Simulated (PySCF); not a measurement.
Constitutional and geometric isomers with formula C2H3NSi. Gas-phase values, no solvent. Strings in code marks are SMILES.

The LUMO from two functionals at the same geometries (B3LYP-D3(BJ)/def2-TZVP), both in PySCF: PBE-D3(BJ)/def2-TZVP and B3LYP-D3(BJ)/def2-TZVP. B3LYP has the VWN-RPA correlation part, as in Gaussian. 

| species | PBE-D3(BJ)/def2-TZVP (eV) | B3LYP-D3(BJ)/def2-TZVP (eV) |
|---|---|---|
| `C#CN=[SiH2]` | -3.19 | -2.61 |
| `C=[si]1cn1` | -2.67 | -1.73 |
| `C=[SiH]C#N` | -3.12 | -2.47 |
| `N=[si]1cc1` | -2.14 | -1.30 |
| `[H]/N=[SiH]/C#C` | -2.82 | -2.16 |

Over these rows, drawn at random from the members with no instability flagged (it was tested for open shells, ions and some series alone), PBE minus B3LYP-D3(BJ): mean -0.73 eV, from -0.93 eV to -0.58 eV.
